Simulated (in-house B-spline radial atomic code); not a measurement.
RPA and G0W0 on LDA VWN5: Pd

Configuration [Kr] 4d10, mean-field start LDA VWN5. Computed with a B-spline radial code for spherical atoms: all electrons, scalar-relativistic (spin-free one-electron X2C), finite nucleus, each spin shell either full or empty, empty states to l = 9 with an (l + 1/2)⁻⁴ tail; G0W0 by contour deformation at full frequency.

Command:
```bash
python run_gw.py task.json out
```
Settings (radii: box in bohr, nucleus in fm):
```
Z                        46
electrons                46
configuration            [Kr] 4d10
hamiltonian              x2c
method                   lda,vwn
lmax                     9
rms_radius               4.5318
spin_polarised           False
box_radius               40
intervals                72
```

Cost of the run: 3.7 s on 1 thread of Arm Neoverse V1, on a shared host.

Energies (hartree):

```csv
term,value
mean-field total,-5040.03271
Hartree-Fock functional on these orbitals,-5042.74631
direct second order,-4.3077
second-order exchange,1.1885
SOSEX correction,1.0712
```

**Question.** What is the RPA correlation energy, and what remains with SOSEX?

**Answer.** RPA gives -3.6242 hartree (-2.14 eV per electron); RPA + SOSEX gives -2.553, and the second-order doubles -3.1192 hartree (no singles). RPA lacks exchange-type terms and so overcorrelates at short range.

Quasi-particle levels (eV):

```csv
level,occupied,mean field,Σx - vxc,Σc,QP weight,G0W0
4d,yes,-4.311,-5.64,?,?,?
5s,no,-3.603,4.92,-2.18,0.851,-0.864
```

G0W0 = mean field + (Σx - vxc) + Σc, with Σc (partial-wave tail included) taken at the quasi-particle energy. Only the outer levels were computed. Levels of low weight are left out.

**Question.** Where does G0W0 put 4d?

**Answer.** At -8.168 eV, with Σc = 1.78 eV and a quasi-particle weight of 0.618. The tabulated removal energy is 8.337 eV (NIST, measured); the calculation leaves out spin-orbit coupling, Breit and QED terms, and what these don't explain is the method's own error.
